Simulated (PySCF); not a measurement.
A drawing and its optimised geometry.

C5H12B2N. Drawn bonds (atoms numbered from 1): B1–N2, N2–B3, B3–C4, C4–C5, C5=C6, N2–C7, C7–C8, B1–H9, B1–H10, C4–H11, C4–H12, C5–H13, C6–H14, C6–H15, C7–H16, C7–H17, C8–H18, C8–H19, C8–H20. Doublet state.

Geometry after optimisation with GFN2-xTB (Å):

```
atom  x, y, z in Å
B1    -0.983   -2.090    0.170
N2    -0.788   -0.648   -0.328
B3     0.445   -1.111   -0.237
C4     1.992   -0.854   -0.366
C5     2.220    0.589   -0.694
C6     2.675    1.489    0.160
C7    -1.698    0.363   -0.771
C8    -2.455    0.969    0.410
H9    -1.089   -2.289    1.330
H10   -1.466   -2.854   -0.590
H11    2.512   -1.108    0.560
H12    2.412   -1.481   -1.156
H13    1.948    0.882   -1.700
H14    2.946    1.226    1.170
H15    2.804    2.523   -0.112
H16   -2.416   -0.090   -1.467
H17   -1.144    1.147   -1.300
H18   -1.764    1.472    1.082
H19   -3.188    1.689    0.053
H20   -2.968    0.185    0.961
```

Here a drawn bond counts as lost beyond 1.3 times the sum of covalent radii plus 0.1 Å; another pair counts as a new contact within 1.08 times that sum, or 1.2 times among H, C, N, O, F, S and Cl. Covalent radii used (Å): B 0.84, C 0.73, H 0.31, N 0.71.

**Question.** Which drawn bonds no longer describe this geometry, and which new contacts appear?

**Answer.** No drawn bond is lost. New contacts: B1–B3 (1.78 Å; radii sum 1.68 Å). The tight-binding optimisation can itself be at fault, so a check at a higher level is due before the drawing is dismissed.

**Question.** How long is each drawn bond in this geometry?

**Answer.** 
```json
{"drawn bond": "B1–N2", "length (Å)": "1.539", "over radii sum": "0.99"}
{"drawn bond": "N2–B3", "length (Å)": "1.320", "over radii sum": "0.85"}
{"drawn bond": "B3–C4", "length (Å)": "1.574", "over radii sum": "1.00"}
{"drawn bond": "C4–C5", "length (Å)": "1.497", "over radii sum": "1.03"}
{"drawn bond": "C5–C6", "length (Å)": "1.322", "over radii sum": "0.91"}
{"drawn bond": "N2–C7", "length (Å)": "1.430", "over radii sum": "0.99"}
{"drawn bond": "C7–C8", "length (Å)": "1.528", "over radii sum": "1.05"}
{"drawn bond": "B1–H9", "length (Å)": "1.182", "over radii sum": "1.03"}
{"drawn bond": "B1–H10", "length (Å)": "1.182", "over radii sum": "1.03"}
{"drawn bond": "C4–H11", "length (Å)": "1.092", "over radii sum": "1.05"}
{"drawn bond": "C4–H12", "length (Å)": "1.093", "over radii sum": "1.05"}
{"drawn bond": "C5–H13", "length (Å)": "1.083", "over radii sum": "1.04"}
{"drawn bond": "C6–H14", "length (Å)": "1.078", "over radii sum": "1.04"}
{"drawn bond": "C6–H15", "length (Å)": "1.077", "over radii sum": "1.04"}
{"drawn bond": "C7–H16", "length (Å)": "1.098", "over radii sum": "1.06"}
{"drawn bond": "C7–H17", "length (Å)": "1.097", "over radii sum": "1.05"}
{"drawn bond": "C8–H18", "length (Å)": "1.088", "over radii sum": "1.05"}
{"drawn bond": "C8–H19", "length (Å)": "1.087", "over radii sum": "1.05"}
{"drawn bond": "C8–H20", "length (Å)": "1.087", "over radii sum": "1.05"}
```

The numbers are calculated, not measured.
